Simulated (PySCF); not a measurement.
## Excitation energy of Cl²⁺ by level of theory

Cl²⁺ [Ne] 3s2 3p3 (4S) → Cl²⁺ [Ne] 3s1 3p4 (4P), as a difference of total energies. Calculation: PySCF 2.14, in dyall-acv3z; scalar relativity by spin-free X2C-1e. Correlated levels: valence: [Ne] frozen; valence and next inner shell: 1s2 frozen; virtual orbitals above 40 to 60 times the deepest correlated orbital energy dropped. The calculations carry no spin-orbit coupling.

```
                                method  excitation energy (eV)
                                   UHF                  13.017
                                   LDA                  12.756
                                   PBE                  12.641
                                  PBE0                  12.813
                                r2SCAN                  12.373
                                 HSE06                  12.822
                                PBEsol                  12.591
                             BHandHLYP                  13.098
                         MP2 (valence)                  12.975
                     SCS-MP2 (valence)                  12.969
    MP2 (valence and next inner shell)                  13.051
SCS-MP2 (valence and next inner shell)                  13.024
```

Problem. How much does correlation contribute at MP2 (valence and next inner shell)?

Solution. 13.051 − (13.017) = 0.034 eV, measured against UHF.

A first-order spin-orbit estimate (lowest level to lowest level, LS coupling) adds -0.047 eV.
